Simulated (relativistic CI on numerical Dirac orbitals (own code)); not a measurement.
Method of calculation: Dirac-Coulomb-Breit CI, separate exchange-only KLI orbitals for each configuration, QED by a radiative potential, unscaled Slater integrals (own radial code, finite nucleus).

CI space: 1s², 1s2s, 1s2p, 1s3s, 1s3p, 1s3d, 1s4s, 1s4p, 1s4d, 1s4f, 1s5s, 1s5p, 1s5d, 1s5f, 1s5g, 1s6s, 1s6p, 1s6d, 2s². Levels of other configurations are missing.

At this charge energies of transitions that change n are usually good to better than 1 %, and those within a shell (Δn = 0) to a few per cent.

Outline of the computed level scheme of Sb L. Lowest level of each configuration: 1s² ¹S0 at 0.0 eV; 1s2s ³S1 at 26728.3 eV; 1s2p ³P°1 at 26800.4 eV; 1s3s ³S1 at 31767.3 eV; 1s3p ³P°1 at 31787.0 eV; 1s3d ³D2 at 31884.8 eV; 1s4s ³S1 at 33509.7 eV; 1s4p ³P°1 at 33517.7 eV; 1s4d ³D2 at 33558.8 eV.

Some strong electric-dipole decays among the lowest 27 levels: 1s2p ¹P°1 → 1s² ¹S0 (5.5e+15 s⁻¹); 1s2p ³P°1 → 1s² ¹S0 (2.3e+15 s⁻¹); 1s3p ¹P°1 → 1s² ¹S0 (1.5e+15 s⁻¹); 1s4p ¹P°1 → 1s² ¹S0 (6.3e+14 s⁻¹); 1s3p ³P°1 → 1s² ¹S0 (6.2e+14 s⁻¹); 1s3d ³D3 → 1s2p ³P°2 (4.0e+14 s⁻¹); 1s3d ¹D2 → 1s2p ¹P°1 (3.6e+14 s⁻¹); 1s3d ³D2 → 1s2p ³P°1 (3.5e+14 s⁻¹).

LS names give the leading component of a level, which can be under half, so a name can repeat, a term be missing and a line seem to break the LS rules.
